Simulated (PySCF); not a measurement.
H3BN (SMILES B=[NH2+]), charge +1, singlet, geometry from GFN2-xTB, with bond 5-2 at 2.0 times its length. Base run: R2SCAN/STO-3G (PySCF).

Here is a job for PySCF.
```python
from pyscf import gto, scf, dft

mol = gto.M(
    atom='''
B     0.72191147   -0.07271956    0.28604142
N    -0.47574358    0.04792259   -0.18850285
H     1.78645177   -0.17995280    0.70784191
H    -0.95409398    0.93158201   -0.39777808
H    -1.74767658   -1.49490161   -0.65299913
''',
    basis='sto-3g',
    charge=1,
    verbose=4,
)

mf = dft.RKS(mol)
mf.xc = 'r2scan'
mf.kernel()
```

Each row names what was changed in the base input (with any setting that the change needs).

| change | ΔE vs base (µEh) | SCF cycles | outcome |
|---|---|---|---|
| base | 0.0 | 11 | converged |
| conv_tol = 1e-4 | 86.9 | 6 | converged |
| conv_tol = 1e-11 | 0.0 | 12 | converged |
| damp = 0.5; diis_start_cycle = 5 | 0.0 | 14 | converged |
| solver = newton; init_guess = 1e | 0.0 | - | converged |
| diis_space = 2 | 0.0 | 33 | converged |
| level_shift = 0.1 (with mf.max_cycle = 100) | 0.0 | 13 | converged |
| conv_tol_grad = 1e-3 | 0.0 | 11 | converged |
| init_guess = atom | 0.0 | 10 | converged |
| level_shift = 0.3 (with mf.max_cycle = 100) | 0.0 | 24 | converged |
| DIIS = EDIIS | - | 50 | not converged |
| solver = newton | 0.0 | - | converged |
| conv_tol_grad = 1e-7 | 0.0 | 12 | converged |
